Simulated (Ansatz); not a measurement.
Job for Ansatz (a program for electronic structure): U-PBE/def2-TZVPP on HISn (SMILES [SnH][I]), a point of a bond scan (R = 8.827 Å). Elements past Kr take the def2 small-core potentials; no spin–orbit coupling.

Ansatz 0.2 input:
```yaml
crystal:
  periodic: [false, false, false]
  atoms:
    - {symbol: Sn, position_ang: [0.45232825, 0.91499533, 0.96539677]}
    - {symbol: H, position_ang: [0.73028803, 2.17687253, -0.26340839]}
    - {symbol: I, position_ang: [-2.40473425, -4.90667360, -5.02237433]}
basis:
  gaussian:
    orbitals: def2-TZVPP
hamiltonian:
  xc: {name: PBE}
magnetization: {spin_polarized: true, initial_magnetization: 0}
```

The head of its log:

```
WARN ansatz: RAYON_NUM_THREADS=1 ignored (pool sized by the plan → 1); use --threads N
Functional definition: PBE
integrals: 0.03 GiB planned
814 factors; their error is unknown
mean field: 0.28 GiB planned
mean field evaluation 1: about -13941.5011 eV, gradient 1.7e1 eV
mean field evaluation 2: about -13737.1561 eV, gradient 7.4e1 eV
```

**Question.** Predict the final total energy.

**Answer.** -512.5242 hartree. Its determinant has ⟨S²⟩ = 0.74, a mixture of spin states.
